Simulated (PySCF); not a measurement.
Compound: C5H8O3S.
Atom-mapped SMILES: `[CH2:1]=[CH:2][S:3](=[O:4])(=[O:5])[O:6][CH:7]1[CH2:8][CH2:9]1` (hydrogens: H10, H11 on C1; H12 on C2; H13 on C7; H14, H15 on C8; H16, H17 on C9)

All values: B3LYP/def2-SVPD (PySCF, non-relativistic), on one gas-phase PBE0-D3(BJ)/def2-SVP geometry that isn't relaxed in the solvent. The solvent is an IEF-PCM continuum (Bondi radii, 1.10 Å for H, scaled by 1.2). The model holds no explicit solvent molecules, cavitation or dispersion.

Gas phase at B3LYP/def2-SVPD: HOMO -8.16 eV, LUMO -1.70 eV, dipole 4.98 D.

Question: What does the continuum do to the energy, the frontier levels and the dipole at B3LYP/def2-SVPD in cyclohexane and tetrahydrofuran?

Answer: 
```json
{"solvent": "cyclohexane", "ε": "2.017", "E(solvent) − E(gas) (kcal/mol)": "-3.63", "polarisation term (kcal/mol)": "-3.91", "distortion of the solute (kcal/mol)": "0.28", "HOMO (eV)": "-8.06", "LUMO (eV)": "-1.57", "dipole (D)": "5.58"}
{"solvent": "tetrahydrofuran", "ε": "7.426", "E(solvent) − E(gas) (kcal/mol)": "-7.49", "polarisation term (kcal/mol)": "-8.77", "distortion of the solute (kcal/mol)": "1.28", "HOMO (eV)": "-7.99", "LUMO (eV)": "-1.47", "dipole (D)": "6.26"}
```

Polarisation term: ½ Σ q·V over the induced surface charges. Distortion: the rise of the solute's own energy as its density leaves the gas-phase optimum. From cyclohexane to tetrahydrofuran the lowering changes by a factor 2.06, Onsager's factor (ε − 1)/(2ε + 1) by 2.01 and ε itself by 3.7.

Question: Which radius a makes the point-dipole formula ΔE = −[(ε − 1)/(2ε + 1)]·μ²/a³ give the value in tetrahydrofuran, with the gas-phase dipole?

Answer: μ = 1.959 au and |ΔE| = 0.01193 Eh give a = 2.68 Å; the farthest nucleus lies 3.46 Å from the centroid of the nuclei, so such a sphere wouldn't even hold the nuclei. The formula assumes a rigid point dipole at the centre of a sphere.

Question: How does the static polarisability (B3LYP/def2-SVPD, frozen core, with the continuum's full static response) change?

Answer: 
```tsv
medium	isotropic (au)	principal values (au)	⟨r²⟩ of the electrons (bohr²)
gas	88.2	76.0, 90.0, 98.6	1338.7
cyclohexane	98.6	85.4, 100.3, 110.0	1338.3
tetrahydrofuran	112.1	99.0, 112.3, 125.1	1337.9
```

The isotropic value in tetrahydrofuran is 1.27 times the gas-phase one; no cavity-field correction is applied. ⟨r²⟩ is taken about the centre of nuclear charge.

Shape of the structure used: `[CH2:1]=[CH:2][S:3](=[O:4])(=[O:5])[O:6][CH:7]1[CH2:8][CH2:9]1`: C1–C2–S3–O4 133°, C2–S3–O6–C7 86°, S3–O6–C7–C8 -92°.
